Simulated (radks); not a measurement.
Results of a calculation; reference values are marked as such.
Lu25+, configuration [Kr] 4d10 (the NIST ground configuration).

Level of theory: Dirac Kohn-Sham, BLYP, spin-unpolarised, spherical densities, finite nucleus; Fermi nuclear charge, rms radius 5.37 fm (a radial shooting solver on a logarithmic mesh with Libxc functionals).

Energy parts (eV):
total: -389447.39
kinetic: 434894.66
electron-nucleus: -929717.58
Hartree: 112760.44
exchange-correlation: -7384.91

Orbitals (lengths in bohr, moments of r in powers of bohr):
| orbital | occ. | eigenvalue (eV) | <r> | small-component weight |
|---|---|---|---|---|
| 1s1/2 | 2 | -63949.93 | 0.01932 | 7.11e-02 |
| 2s1/2 | 2 | -11550.47 | 0.08128 | 1.60e-02 |
| 2p1/2 | 2 | -11061.30 | 0.06743 | 1.61e-02 |
| 2p3/2 | 4 | -9944.566 | 0.07505 | 1.46e-02 |
| 3s1/2 | 2 | -3249.655 | 0.2117 | 5.24e-03 |
| 3p1/2 | 2 | -3033.927 | 0.2015 | 5.18e-03 |
| 3p3/2 | 4 | -2794.397 | 0.2155 | 4.78e-03 |
| 3d3/2 | 4 | -2428.013 | 0.1893 | 4.65e-03 |
| 3d5/2 | 6 | -2375.883 | 0.1936 | 4.53e-03 |
| 4s1/2 | 2 | -1234.440 | 0.4525 | 1.94e-03 |
| 4p1/2 | 2 | -1144.562 | 0.4538 | 1.87e-03 |
| 4p3/2 | 4 | -1080.126 | 0.4783 | 1.74e-03 |
| 4d3/2 | 4 | -931.4923 | 0.4778 | 1.60e-03 |
| 4d5/2 | 6 | -918.3869 | 0.4850 | 1.57e-03 |
| 5s1/2 | 0 | -631.0703 | 0.8441 | 8.34e-04 |
| 5p1/2 | 0 | -592.7055 | 0.8642 | 7.98e-04 |
| 5p3/2 | 0 | -570.5406 | 0.8996 | 7.57e-04 |

The highest occupied level is 4d5/2 at -918.39 eV. Summed over all electrons, <r^2> = 5.524 bohr^2, which gives a Langevin (diamagnetic) susceptibility term of -4.37 x 10^-6 cm^3/mol. The density falls to 0.001 e/bohr^3 at r = 1.32 bohr. For comparison, the ionisation energy in NIST's Atomic Spectra Database is 941 eV (theoretical). In exact Kohn-Sham theory the highest level is minus the ionisation energy, but local and semilocal functionals leave it too shallow, through self-interaction and a potential that decays too fast; potentials with the right tail come closer. The electron density at the nucleus is 1.112e+06 e/bohr^3.
